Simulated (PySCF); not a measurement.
These are PySCF with B3LYP-D3(BJ)/def2-TZVP values and carry that method's errors. Isolated molecules, 0 K electronic values unless said otherwise. One relaxed conformer stands for a flexible species; it need not be the lowest. B3LYP has the VWN-RPA correlation part, as in Gaussian. 

Reference species (SMILES): `CCC1C=C1` (C–C–C–C torsion 147°) (neutral, multiplicity 1).

```
Quantity          Value
-------------  --------
HOMO           -6.95 eV
HOMO–LUMO gap   6.81 eV
```

Changed species: `C=C1C[C@@H]1C`.

**Question.** What does the change do to the HOMO and HOMO–LUMO gap?

**Answer.** the HOMO decreases by 0.20 eV, to -7.15 eV; the HOMO–LUMO gap rises by 0.28 eV, to 7.09 eV.
